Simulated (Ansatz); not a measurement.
Ansatz results at the PBE0-D4/def2-TZVP geometry: HOMO–LUMO gap (PBE/def2-TZVPP) 4.59 eV; HOMO–LUMO gap (PBE0/def2-TZVPP) 6.70 eV; LUMO energy (B3LYP/def2-TZVPP) -0.57 eV.

Each molecule was computed in one conformer, which needn't be the lowest.

(1) Which molecule gave them?
A. `O=CC[SiH](O)Cl`
B. `N[SiH](F)P`
C. `CO[Si]1(Cl)CO1`
D. `O/C=C(\Cl)[SiH2]O`

Answers

(1) D. The others give `N[SiH](F)P`: 5.88, 7.88, 0.05; `CO[Si]1(Cl)CO1`: 5.56, 7.96, -0.03; `O=CC[SiH](O)Cl`: 3.89, 6.64, -1.20.

B3LYP here is the variant with VWN-RPA as its local correlation; programs differ in this.
